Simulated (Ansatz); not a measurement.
CH₅N, charge +1, doublet, geometry from GFN2-xTB (a state made from the parent by changing its charge; the spin is typed, not shown lowest). Base run: PBE/def2-SVP (Ansatz, a quantum-chemistry and plane-wave program).

Geometry (Å):
```xyz
7

C     -0.6698     0.0831     0.0046
N      0.6877    -0.1065    -0.0166
H     -1.2214    -0.7238    -0.4792
H     -0.9523     1.0702    -0.4276
H     -1.0436     0.2524     1.0404
H      1.1056    -0.9254    -0.4469
H      1.3164     0.5733     0.4013
```
Charge +1, spin multiplicity 2.
Orbitals are unrestricted.
All else is at Ansatz's defaults.

Variants of this job, named by their change:

| change | E (Eh) | SCF-reference <S^2> |
|---|---|---|
| base | -95.33265 | 0.753 |
| functional = pbe0; dispersion = d3bj | -95.34855 | 0.755 |
| functional = PBE-QIDH | -95.30455 | 0.760 |
| functional = B2GP-PLYP | -95.32436 | 0.760 |
| functional = blyp | -95.41180 | 0.753 |
| functional = hf | -94.86072 | 0.765 |
| functional = wB97X | -95.43113 | 0.755 |
| functional = SVWN5 | -94.60640 | 0.752 |
| functional = b3lyp; dispersion = d3bj | -95.46612 | 0.754 |
| functional = r2scan | -95.40187 | 0.756 |
| functional = BHLYP | -95.40065 | 0.757 |
| functional = pbe0 | -95.34644 | 0.755 |
| functional = cam_b3lyp | -95.40469 | 0.755 |

Absolute energies of different levels of theory aren't comparable as measures of quality.
